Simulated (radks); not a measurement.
The numbers below are computed, except where a source is named.
Species: Dy3+. Configuration: [Xe] 4f8 6p1 (not the ground configuration).

Code: a radial shooting solver on a logarithmic mesh with Libxc functionals. Model: scalar-relativistic Kohn-Sham, r2SCAN, spin-unpolarised, spherical densities, finite nucleus; meta-GGA in the generalised Kohn-Sham scheme; Fermi nuclear charge, rms radius 5.2218 fm.

Energy parts (hartree):
part                       energy
total                 -12155.0233
kinetic                13112.6373
electron-nucleus      -29642.0857
Hartree                 4636.1436
exchange-correlation    -261.7185

Orbitals (lengths in bohr, moments of r in powers of bohr; r(max) is where P^2 peaks):
orbital,occ.,eigenvalue (hartree),r(max),<r^4>,<r>
1s,2,-1976.182,0.01338,9.930e-07,0.02112
2s,2,-331.3290,0.07601,0.0001561,0.08975
2p,6,-294.0533,0.06169,0.0001177,0.07947
3s,2,-75.43484,0.2152,0.005934,0.2342
3p,6,-63.93355,0.2115,0.006255,0.2332
3d,10,-49.13529,0.1732,0.004967,0.2122
4s,2,-16.44813,0.4937,0.1443,0.5288
4p,6,-12.63039,0.5152,0.1888,0.5594
4d,10,-7.40671,0.5331,0.2915,0.6049
4f,8,-1.70605,0.5290,1.299,0.7631
5s,2,-3.24514,1.136,4.459,1.251
5p,6,-2.27701,1.272,7.840,1.427
6p,1,-0.72933,3.268,258.9,3.516

The highest occupied level is 6p at -19.846 eV. Summed over all electrons, <r^2> = 44.94 bohr^2, which gives a Langevin (diamagnetic) susceptibility term of -35.6 x 10^-6 cm^3/mol. The density falls to 0.001 e/bohr^3 at r = 4.37 bohr. The electron density at the nucleus is 7.773e+05 e/bohr^3 (large components only).
